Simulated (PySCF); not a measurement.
Isomers of C8H9F3, one conformer each; single-point electronic energies without zero-point terms and without any empirical dispersion term.

Level: PBE0/pcSseg-1 in PySCF, non-relativistic, each on one gas-phase PBE0-D3(BJ)/def2-SVP geometry that isn't relaxed in the solvent. The solvent is an IEF-PCM continuum (cavity from Bondi-type radii × 1.2). Specific hydrogen bonds and non-electrostatic terms are outside this model.

```tsv
isomer	relative energy, gas (kJ/mol)	dipole (D)
`CC/C=C\C#CCC(F)(F)F`	0.0	1.51
`C=CC(C=C)/C=C\C(F)(F)F`	8.4	2.37
```

Q: How do the relative energies look in benzene (ε = 2.271)?

A: 
| isomer | relative energy, solvent (kJ/mol) | E(solvent) − E(gas) (kJ/mol) | dipole in solvent (D) |
| --- | --- | --- | --- |
| `CC/C=C\C#CCC(F)(F)F` | 0.0 | -8.5 | 1.61 |
| `C=CC(C=C)/C=C\C(F)(F)F` | 8.5 | -8.4 | 2.63 |

The order is unchanged. Conformers: `[CH3:1][CH2:2]/[CH:3]=[CH:4]\[C:5]#[C:6][CH2:7][C:8]([F:9])([F:10])[F:11]` with C1–C2–C3–C4 -115°; `[CH2:1]=[CH:2][CH:3]([CH:4]=[CH2:5])/[CH:6]=[CH:7]\[C:8]([F:9])([F:10])[F:11]` with C1–C2–C3–C4 132°, C2–C3–C4–C5 -130°, C2–C3–C6–C7 117°. The gains span 0.1 kJ/mol, the gas-phase energies 8.4 kJ/mol.
